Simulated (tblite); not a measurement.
Compound: CH8ClGe2N.
SMILES with atom numbers: `[CH3:1][Ge@@H:2]([Cl:3])[GeH2:4][NH2:5]` (hydrogens: H6, H7, H8 on C1; H9 on Ge2; H10, H11 on Ge4; H12, H13 on N5)

Computed with GFN2-xTB (tblite), gas phase: L-BFGS steps from a force-field or distance-geometry start until the largest atomic force falls under 0.01 eV/Å.

Step 57: E = -478.8995 eV
```
atom  x, y, z in Å  |  force x, y, z in eV/Å
C1      2.1901    0.1966   -0.6488    0.012   0.000  -0.012
Ge2     0.8442   -0.2413    0.7481   -0.003  -0.051   0.042
Cl3     0.7349    1.4722    2.0051   -0.003   0.018   0.012
Ge4    -1.4069   -0.7862   -0.0363    0.011  -0.036  -0.084
N5     -2.5513    0.6076   -0.2447   -0.017   0.064   0.026
H6      2.7734   -0.6829   -0.9045    0.013  -0.002  -0.004
H7      1.7028    0.5549   -1.5513   -0.006   0.039  -0.037
H8      2.8616    0.9713   -0.2906    0.028  -0.016  -0.015
H9      1.4591   -1.3177    1.6584   -0.023   0.025   0.015
H10    -1.3908   -1.4726   -1.3859    0.009   0.048   0.031
H11    -2.1433   -1.6983    0.9068   -0.018  -0.042   0.036
H12    -2.8016    1.0649    0.6245   -0.006   0.013  -0.053
H13    -2.2765    1.3319   -0.8985    0.001  -0.061   0.043
```

Step 58: E = -478.9005 eV
```
atom  x, y, z in Å  |  force x, y, z in eV/Å
C1      2.1929    0.1919   -0.6458    0.024  -0.004  -0.039
Ge2     0.8448   -0.2323    0.7524    0.004  -0.064   0.040
Cl3     0.7339    1.4923    1.9937    0.000   0.012   0.015
Ge4    -1.4038   -0.7851   -0.0380    0.024  -0.021  -0.082
N5     -2.5537    0.6043   -0.2427   -0.035   0.048   0.018
H6      2.7497   -0.6986   -0.9248    0.000   0.013   0.017
H7      1.7022    0.5742   -1.5371    0.016   0.058  -0.032
H8      2.8907    0.9434   -0.2851   -0.008  -0.038  -0.027
H9      1.4601   -1.3066    1.6655   -0.028   0.033   0.028
H10    -1.3729   -1.4670   -1.3904   -0.003   0.054   0.036
H11    -2.1423   -1.7034    0.8984   -0.010  -0.040   0.030
H12    -2.8158    1.0511    0.6282   -0.002   0.017  -0.049
H13    -2.2902    1.3363   -0.8920    0.017  -0.068   0.045
```

Question: Estimate the geometry and energy of step 59. (The exact step hangs on the optimiser's Hessian estimate; all steps are aligned on step 58, rigid shifts and turns removed.)

Answer: E = -478.9013 eV, largest force 0.073 eV/Å
```
atom  x, y, z in Å  |  force x, y, z in eV/Å
C1      2.1949    0.1899   -0.6444    0.004  -0.005  -0.045
Ge2     0.8456   -0.2294    0.7566    0.010  -0.048   0.014
Cl3     0.7323    1.5034    1.9874    0.003  -0.001   0.014
Ge4    -1.4027   -0.7858   -0.0388    0.021  -0.003  -0.040
N5     -2.5544    0.6029   -0.2398   -0.041   0.001   0.001
H6      2.7378   -0.7047   -0.9357    0.002  -0.006   0.020
H7      1.7016    0.5843   -1.5293    0.024   0.064  -0.025
H8      2.9071    0.9286   -0.2852   -0.026  -0.033  -0.017
H9      1.4610   -1.3020    1.6709   -0.024   0.034   0.040
H10    -1.3630   -1.4611   -1.3929   -0.012   0.046   0.021
H11    -2.1442   -1.7087    0.8937    0.007  -0.026   0.011
H12    -2.8232    1.0475    0.6291   -0.002   0.023  -0.017
H13    -2.2972    1.3357   -0.8892    0.033  -0.046   0.023
```

The energy changes by -0.0008 eV. The first-order estimate −F·Δx gives -0.0012 eV and the mean of the old and new forces, exact on a quadratic surface, -0.0008 eV. The step makes an angle of 82° with the force vector and moves no atom by more than 0.022 Å.

The cost below is that of the whole relaxation. On an Arm Neoverse N1 with one thread, no GPU (shared host), this took 2.1 s.
